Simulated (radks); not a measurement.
Trend from La2+ to Lu2+: ionisation energy by Delta-SCF between NIST ground configurations, and size. Calculated with a radial shooting solver on a logarithmic mesh with Libxc functionals: Dirac Kohn-Sham, PBE, spin-unpolarised, spherical densities, point nucleus; open shells fill j = l - 1/2 first.

La2+: configuration [Xe] 5d1; configuration of the ion [Xe]; IE (eV) 19.084; NIST (eV) 19.177; kind exp.; outermost 5d3/2; <r> outermost (bohr) 2.57; r at 0.001 e/bohr^3 (bohr) 3.92
Ce2+: configuration [Xe] 4f2; configuration of the ion [Xe] 4f1; IE (eV) 20.635; NIST (eV) 20.197; kind semi-emp.; outermost 5p3/2; <r> outermost (bohr) 1.82; r at 0.001 e/bohr^3 (bohr) 3.68
Pr2+: configuration [Xe] 4f3; configuration of the ion [Xe] 4f2; IE (eV) 21.660; NIST (eV) 21.624; kind exp.; outermost 5p3/2; <r> outermost (bohr) 1.78; r at 0.001 e/bohr^3 (bohr) 3.64
Nd2+: configuration [Xe] 4f4; configuration of the ion [Xe] 4f3; IE (eV) 22.530; NIST (eV) 22.09; kind semi-emp.; outermost 5p3/2; <r> outermost (bohr) 1.74; r at 0.001 e/bohr^3 (bohr) 3.60
Pm2+: configuration [Xe] 4f5; configuration of the ion [Xe] 4f4; IE (eV) 23.277; NIST (eV) 22.4; kind semi-emp.; outermost 5p3/2; <r> outermost (bohr) 1.71; r at 0.001 e/bohr^3 (bohr) 3.57
Sm2+: configuration [Xe] 4f6; configuration of the ion [Xe] 4f5; IE (eV) 23.922; NIST (eV) 23.6; kind semi-emp.; outermost 5p3/2; <r> outermost (bohr) 1.68; r at 0.001 e/bohr^3 (bohr) 3.53
Eu2+: configuration [Xe] 4f7; configuration of the ion [Xe] 4f6; IE (eV) 23.864; NIST (eV) 24.84; kind semi-emp.; outermost 5p3/2; <r> outermost (bohr) 1.65; r at 0.001 e/bohr^3 (bohr) 3.50
Gd2+: configuration [Xe] 4f7 5d1; configuration of the ion [Xe] 4f7; IE (eV) 20.023; NIST (eV) 20.54; kind semi-emp.; outermost 5d3/2; <r> outermost (bohr) 2.35; r at 0.001 e/bohr^3 (bohr) 3.69
Tb2+: configuration [Xe] 4f9; configuration of the ion [Xe] 4f8; IE (eV) 24.725; NIST (eV) 21.82; kind semi-emp.; outermost 5p3/2; <r> outermost (bohr) 1.59; r at 0.001 e/bohr^3 (bohr) 3.43
Dy2+: configuration [Xe] 4f10; configuration of the ion [Xe] 4f9; IE (eV) 25.060; NIST (eV) 22.89; kind semi-emp.; outermost 5p3/2; <r> outermost (bohr) 1.57; r at 0.001 e/bohr^3 (bohr) 3.40
Ho2+: configuration [Xe] 4f11; configuration of the ion [Xe] 4f10; IE (eV) 25.339; NIST (eV) 22.79; kind semi-emp.; outermost 5p3/2; <r> outermost (bohr) 1.54; r at 0.001 e/bohr^3 (bohr) 3.38
Er2+: configuration [Xe] 4f12; configuration of the ion [Xe] 4f11; IE (eV) 25.568; NIST (eV) 22.70; kind semi-emp.; outermost 5p3/2; <r> outermost (bohr) 1.52; r at 0.001 e/bohr^3 (bohr) 3.35
Tm2+: configuration [Xe] 4f13; configuration of the ion [Xe] 4f12; IE (eV) 25.751; NIST (eV) 23.66; kind semi-emp.; outermost 5p3/2; <r> outermost (bohr) 1.50; r at 0.001 e/bohr^3 (bohr) 3.33
Yb2+: configuration [Xe] 4f14; configuration of the ion [Xe] 4f13; IE (eV) 25.890; NIST (eV) 25.05; kind semi-emp.; outermost 5p3/2; <r> outermost (bohr) 1.48; r at 0.001 e/bohr^3 (bohr) 3.30
Lu2+: configuration [Xe] 4f14 6s1; configuration of the ion [Xe] 4f14; IE (eV) 21.067; NIST (eV) 20.959; kind exp.; outermost 6s1/2; <r> outermost (bohr) 3.06; r at 0.001 e/bohr^3 (bohr) 4.05

Reference values: NIST Atomic Spectra Database (exp. = measured, semi-emp. = semi-empirical, theory = theoretical value adopted there). Spin polarisation and multiplet splitting are left out, so open shells lie too high by an amount that depends on their filling.

Beside tabulated values, note that spin-unpolarised runs miss the spin-polarisation part of the exchange energy of open shells.
